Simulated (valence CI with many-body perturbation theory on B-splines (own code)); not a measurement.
## Mo21+: E2, M1 decay

Computed by valence CI with perturbative core correlation (CI+MBPT): three valence electrons over a frozen Dirac-Fock core [Ar], radial functions for each j: 9 s, 9 p, 10 d, 8 f, 5 g, 3 h, 1 i, with the one-electron correlation potential Σ1, the two-electron term Σ2, the three-electron term Σ3, Breit, model QED; selected CI, second order for the rest (own B-spline code, finite nucleus).

No measured spectrum was set against this ion. As an estimate, terms of the open shell hold to 2 to 4 % of their energy, and close levels can change places. Core correlation moves these levels by up to 6300 cm⁻¹, and in measured spectra 5 to 20 % of such shifts remained as error; rates that hang on mixing are uncertain with them. Only levels of the ground parity were solved; by the run's estimate the other parity begins above the list, which can be wrong where configurations are misplaced.

Lines 51 to 67 of 67 in falling wavelength, among levels below 247460 cm⁻¹, chosen from the decays that carry over 1 % of a level's rate. Wavelengths and rates use the calculated energies, so an error of 2000 cm⁻¹ moves a line at 79.95 nm by 1.6 % and its rate by three times that or more. Electric multipoles are in the length gauge, E1 and E2 with the static RPA response of the core. Weak lines are less certain than strong ones. Lines between different terms over intervals too small for the method are left out, as are lines whose strength nearly cancels. The highest levels of a list are the least certain. Branching is blank where the lifetime is uncertain.

Names give the largest LS component (configuration and term), which can be under half, so a name can repeat, a term be missing and a line seem to break the LS rules; names also repeat where a configuration has a term twice. Letters in brackets count levels of one name in rising energy.

```
λ vac (nm)           Upper           Lower  Type   A (s⁻¹)  Branch %
     79.95      3d3 2P_3/2      3d3 4F_5/2    M1  5.42e+02      22.4
     76.40  3d3 2D_3/2 [b]      3d3 2P_1/2    M1  9.22e+01          
     73.02  3d3 2D_5/2 [b]  3d3 2D_3/2 [a]    M1  1.39e+03      25.2
     72.57  3d3 2D_3/2 [b]  3d3 2D_3/2 [a]    M1  2.80e+02          
     71.04      3d3 2F_7/2      3d3 4F_5/2    M1  1.41e+02      14.7
     70.45      3d3 2F_5/2      3d3 4F_5/2    M1  1.20e+01       1.5
     70.37      3d3 2P_3/2      3d3 4F_3/2    M1  1.51e+02       6.3
     67.43  3d3 2D_5/2 [b]      3d3 4P_5/2    M1  1.58e+03      28.7
     67.05  3d3 2D_3/2 [b]      3d3 4P_5/2    M1  7.13e+01          
     64.16  3d3 2D_5/2 [b]      3d3 2G_7/2    M1  2.16e+02       3.9
     63.81  3d3 2D_3/2 [b]      3d3 2G_7/2    E2  5.29e+01          
     62.91      3d3 2F_5/2      3d3 4F_3/2    M1  3.00e+02      38.3
     58.03  3d3 2D_3/2 [b]      3d3 4P_1/2    M1  1.45e+02          
     55.88  3d3 2D_3/2 [b]      3d3 4P_3/2    M1  4.25e+02          
     48.93  3d3 2D_5/2 [b]      3d3 4F_7/2    M1  3.72e+02       6.7
     45.26  3d3 2D_3/2 [b]      3d3 4F_5/2    M1  3.94e+02          
     42.02  3d3 2D_3/2 [b]      3d3 4F_3/2    M1  7.07e+01
```
